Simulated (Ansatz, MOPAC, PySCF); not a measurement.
Complex: NH3 (SMILES N) (first 4 atoms) with CHN (SMILES C#N); geometry from B3LYP-D3(BJ)/def2-TZVP, rigid monomers moved along the line of their centres of mass till N1···H7 is 1.86 Å.
(charge 0, multiplicity 1):
```
atom    x (Å)    y (Å)    z (Å)
----  -------  -------  -------
N     -0.3143   0.0262   0.0127
H     -1.1880   0.4366  -0.2992
H      0.4363   0.5891  -0.3731
H     -0.2471  -0.8937  -0.4094
C     -0.1664  -0.1080   2.9572
N     -0.1103  -0.1589   4.1024
H     -0.2198  -0.0597   1.8733
```

Counterpoise-corrected where a basis set is named; no monomer relaxation. Rows marked so take none.

Cores are frozen in the correlated methods. CBS(a, b) extrapolates the correlation energy as X⁻³ and adds the Hartree–Fock energy of set b. Rows in 6-311+G**, 6-31G* carry no dispersion term and start afresh at each structure (6-31G* with six Cartesian d functions). MP2/6-31G* freezes PySCF's default core. The state that AM1, PM3, PM6 reach isn't checked.

The values were computed with Ansatz (a first-principles code); MOPAC for AM1, PM3, PM6 (differences of heats of formation); PySCF for 6-311+G** rows, 6-31G* rows, the dispersion terms. Each number belongs to the level named beside it.

Other levels give for the interaction energy: PBE/def2-TZVPPD -25.0; B3LYP/def2-TZVPPD -21.9; B3LYP-D3(BJ)/def2-TZVPPD -26.4; wB97M-V/def2-TZVPPD -24.4; MP2/CBS(aug-cc-pVDZ, aug-cc-pVTZ) + ΔCCSD(T)/aug-cc-pVDZ -22.2 kJ/mol.

Common cheap choices:

| level | interaction energy (kJ/mol) | less -22.2 (MP2/CBS(aug-cc-pVDZ, aug-cc-pVTZ) + ΔCCSD(T)/aug-cc-pVDZ) |
|---|---|---|
| AM1 | -3.3 | 18.9 |
| PM3 | -22.4 | -0.2 |
| PM6 | -11.1 | 11.1 |
| B3LYP/6-31G* (no counterpoise) | -37.8 | -15.6 |
| B3LYP/6-311+G** (no counterpoise) | -27.1 | -4.9 |
| M06-2X/6-31G* (no counterpoise) | -38.6 | -16.4 |
| MP2/6-31G* | -26.3 | -4.1 |
| MP2/6-31G* (no counterpoise) | -35.1 | -12.9 |
